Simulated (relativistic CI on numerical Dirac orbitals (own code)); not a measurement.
## What each ingredient does to the levels of Eu²³⁺

Base calculation: Dirac-Coulomb-Breit CI, separate exchange-only KLI orbitals for each configuration, QED by a radiative potential, unscaled Slater integrals.

CI space (outside the closed core [Ar] 3d10): 4s²4p⁶4d⁴, 4s²4p⁵4d⁵, 4s²4p⁶4d³4f, 4s4p⁶4d⁵, 4s²4p⁵4d⁴4f, 4s4p⁶4d⁴4f, 4s²4p⁶4d³5s, 4s²4p⁶4d³5p, 4s²4p⁶4d²4f5s, 4s²4p⁶4d³5d, 4s²4p⁵4d⁴5s, 4s²4p⁶4d²5s5p, 4s²4p⁶4d³5f, 4s²4p⁶4d³6s, 4s²4p⁶4d³6p, 4p⁶4d⁵4f, 4s4p⁶4d³4f5s, 4s²4p⁶4d³6f, 4s²4p⁶4d³7p, 4p⁶4d⁶, 4p⁵4d⁷, 4p⁵4d⁶4f, 4s²4p⁶4d²5s², 4s²4p⁶4d4f5s², 4s²4p⁵4d²4f5s², 4s4p⁶4d²4f5s². Double excitations out of closed p, d and f shells are left out; levels of such configurations are missing from the list, as are those of other unlisted configurations, and high levels can miss mixing partners. These lack a partner that the ground configuration has and come out too high: 4s²4p⁵4d⁴5s.

Variants: (1) P86 correlation estimate; (2) non-relativistic limit. Shifts of the energy above 4s²4p⁶4d⁴ ⁵D0, in cm⁻¹, for the lowest level and the first level of each name with at least 55 % of one term (blank where a level changes its place among those of its configuration and J or its character, or is not in the variant):

| Level | Base | Δ(1) | Δ(2) |
| --- | --- | --- | --- |
| 4s²4p⁶4d⁴ ⁵D0 | 0 | 0 | 0 |
| 4s²4p⁶4d⁴ ⁵D1 | 32442 | +1 | -32442 |
| 4s²4p⁶4d⁴ ⁵D2 | 53162 | +1 | -53162 |
| 4s²4p⁶4d⁴ ⁵D3 | 64737 | +1 | -64737 |
| 4s²4p⁶4d⁴ ³G3 | 107097 | +2 |  |
| 4s²4p⁶4d⁴ ³H5 | 114896 | +1 | -68288 |
| 4s²4p⁶4d⁴ ³H6 | 122397 | +1 | -75789 |
| 4s²4p⁶4d⁴ ³P1 | 122980 | 0 | -64416 |
| 4s²4p⁶4d⁴ ³G4 | 133741 | +2 |  |
| 4s²4p⁶4d⁴ ³G5 | 175638 | +2 | -118130 |
| 4s²4p⁶4d⁴ ¹I6 | 179162 | +1 | -109815 |
| 4s²4p⁶4d⁴ ³D1 | 180002 | +2 | -107257 |
| 4s²4p⁶4d⁴ ³P2 | 196133 | +2 |  |
| 4s²4p⁶4d⁴ ¹S0 | 201954 | +2 | -114616 |
| 4s²4p⁶4d⁴ ¹G4 | 243389 | -2 |  |
| 4s²4p⁶4d⁴ ³P0 | 250691 | +2 |  |
| 4s²4p⁵4d⁵ ⁷P°4 | 963938 | +1159 | -114865 |
| 4s²4p⁵4d⁵ ⁵G°6 | 1043666 | +1157 | -126963 |
| 4s²4p⁵4d⁵ ⁵P°1 | 1043913 | +1153 | -130809 |
| 4s²4p⁵4d⁵ ⁵H°7 | 1064022 | +1156 | -120690 |
| 4s²4p⁵4d⁵ ⁵D°0 | 1094255 | +1055 | -168447 |

At this charge energies of transitions that change n are usually good to better than 1 %, and those within a shell (Δn = 0) to a few per cent. Terms inside the open d or f shell come out 10 to 20 % too wide with unscaled integrals.

Ionisation energy from the two ground configurations alone: base 755.134 eV; P86 correlation estimate 757.029 eV. The NIST ASD value (theoretical) is 755 eV.

LS names give the leading component of a level, which can be under half, so a name can repeat, a term be missing and a line seem to break the LS rules.
